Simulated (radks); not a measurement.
Task: These are the eigenvalues of the occupied orbitals of an atom or ion with whole-number occupations (eV). Method: scalar-relativistic Kohn-Sham, r2SCAN, spin-polarised, spherical densities, finite nucleus; meta-GGA in the generalised Kohn-Sham scheme; Fermi nuclear charge, rms radius of each element as measured or else 0.836 A^(1/3) + 0.57 fm; computed with a radial shooting solver on a logarithmic mesh with Libxc functionals.

1s up: -65201.76
1s down: -65191.25
2s up: -14147.29
2s down: -14143.30
2p up: -12940.81
2p down: -12932.19
3s up: -5551.167
3s down: -5519.932
3p up: -5185.018
3p down: -5153.278
4f up: -2513.219

Which element is it, and in what charge state? The configuration may be excited. Open shells, if any, are filled with parallel spins first.

Result: Z = 70, ytterbium, charge +53: Yb53+ in [Ne] 3s2 3p4 4f1. The list shows which subshells hold electrons but not how many an open one holds; the 1s level, -2396.1 hartree, gives Z - s = 69.2 by -(Z - s)^2/2, which with screening and relativity narrows Z to a few neighbours, and the depths of the outer levels then fix element, charge and occupations together.
